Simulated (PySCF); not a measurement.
[EuF3(H2O)]− at several levels of theory

Computed with PySCF 2.14.0 (density fitting, no spin-orbit coupling) at the geometry relaxed with PBE0:

```xyz
7
[EuF3(H2O)]− (singlet in the valence; each metal's 4f electrons, 7 of them, lie in its core potential, out of spins and levels; a saddle point, relaxed within its symmetry)
Eu    0.3871    0.1189   -0.1189
F     1.4602    1.3571    1.3625
F    -1.8614   -0.1858    0.1858
F     1.4602   -1.3625   -1.3571
O    -1.5608    1.5860   -1.5860
H    -1.8695    1.6730   -0.6672
H    -1.8695    0.6672   -1.6730
```

```tsv
level	basis	state	HOMO (eV)	gap (eV)	charge on Eu1 (e)	population of f-type functions on Eu1 (polarisation alone where 4f lies in the core)	dipole about the centre of mass (D)	largest force component (eV/Å)
PBE0	Eu lcecp-0-SVP with ECP53, F def2-SVP, O def2-SVP, H def2-SVP	singlet	–	–	0.73	0.05	1.71	0.01
TPSS	the same	singlet	–	–	0.58	0.05	1.69	0.54
```

In the lcecp rows the 4f levels are missing from HOMO and gap, and the state counts the valence alone.

Charges are Mulliken's, which hang on the basis. The relaxation used the grid (50, 194), these runs (75, 302) or, all-electron (x2c bases, spin-free X2C Hamiltonian), (99, 590).

What does wB97X with Eu lcecp-0-SVP with ECP53, F def2-SVP, O def2-SVP, H def2-SVP give here?

state singlet, charge on Eu1 (e) 0.75, population of f-type functions on Eu1 (polarisation alone where 4f lies in the core) 0.05, dipole about the centre of mass (D) 1.72, largest force component (eV/Å) 0.06. Time: 11 s on 2 threads of AMD EPYC 7R43 64-Core Processor (Zen 3) (shared host), from an already converged density.

An lcecp potential fixes the number of 4f electrons, so in runs with it no electron can move into or out of that shell.
